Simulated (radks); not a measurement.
Question: As4+, 29 electrons, occupied as [Ar] 3d10 4s0.75 4d0.25 (fractional occupations, a model configuration). Calculated with a radial shooting solver on a logarithmic mesh with Libxc functionals: scalar-relativistic Kohn-Sham, Wu-Cohen GGA, spin-polarised, spherical densities, finite nucleus; open shells are filled with parallel spins first; Fermi nuclear charge, rms radius 4.0968 fm. Some entries of the table are withheld. Estimate them.

| orbital | occ. | eigenvalue (Ry) | <r> (bohr) | <r^2> (bohr^2) |
|---|---|---|---|---|
| 1s up | 1 | -865.0475 | 0.04551 | 0.002788 |
| 1s down | 1 | -865.0415 | 0.04551 | 0.002788 |
| 2s up | 1 | -113.0441 | 0.2028 | 0.04851 |
| 2s down | 1 | -113.0401 | 0.2028 | 0.04851 |
| 2p up | 3 | -99.63818 | 0.1772 | 0.03846 |
| 2p down | 3 | -99.63396 | 0.1772 | 0.03846 |
| 3s up | 1 | -17.75268 | 0.5982 | 0.4123 |
| 3s down | 1 | -17.74308 | 0.5978 | 0.4116 |
| 3p up | 3 | -13.60130 | 0.6163 | 0.4460 |
| 3p down | 3 | -13.58955 | 0.6155 | 0.4446 |
| 3d up | 5 | -6.75359 | 0.6680 | 0.5582 |
| 3d down | 5 | -6.73266 | 0.6638 | 0.5497 |
| 4s up | 0.75 | -4.30288 | 1.666 | 3.128 |
| 4s down | 0 | -4.15060 | 1.660 | 3.106 |
| 4p up | 0 | (1) | 1.880 | 4.002 |
| 4p down | 0 | (2) | 1.876 | 3.985 |
| 4d up | 0.25 | -2.09666 | 2.503 | 7.153 |
| 5s up | 0 | -1.88037 | 3.486 | 13.58 |
| 4f up | 0 | -1.24140 | 3.625 | 14.77 |

Answer: 
(1) 4p up eigenvalue (Ry): -3.37994
(2) 4p down eigenvalue (Ry): -3.22203
